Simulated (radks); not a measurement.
Question: Ge, configuration [Ar] 3d10 4s2 4p2 (the NIST ground configuration). Calculated with a radial shooting solver on a logarithmic mesh with Libxc functionals: Dirac Kohn-Sham, PBEsol, spin-unpolarised, spherical densities, finite nucleus; open shells fill j = l - 1/2 first; Fermi nuclear charge, rms radius 4.0742 fm. Some entries of the table are withheld. Estimate them.

orbital  occ.  eigenvalue (Ry)  <r^2> (bohr^2)  r(max) (bohr)
1s1/2       2        -804.6940             (1)        0.03074
2s1/2       2        -100.6862         0.05205         0.1762
2p1/2       2        -89.58270         0.04038         0.1392
2p3/2       4        -87.24313         0.04187         0.1422
3s1/2       2        -12.34030             (2)         0.5428
3p1/2       2         -8.68135          0.4828         0.5377
3p3/2       4         -8.36688          0.4991         0.5461
3d3/2       4         -2.16811          0.6919         0.5014
3d5/2       6         -2.12510          0.7024         0.5042
4s1/2       2         -0.85569           5.195            (3)
4p1/2       2         -0.29028           9.745          2.189
4p3/2       0         -0.27649           10.15          2.232

Answer: 
(1) 1s1/2 <r^2> (bohr^2): 0.002976
(2) 3s1/2 <r^2> (bohr^2): 0.4503
(3) 4s1/2 r(max) (bohr): 1.742
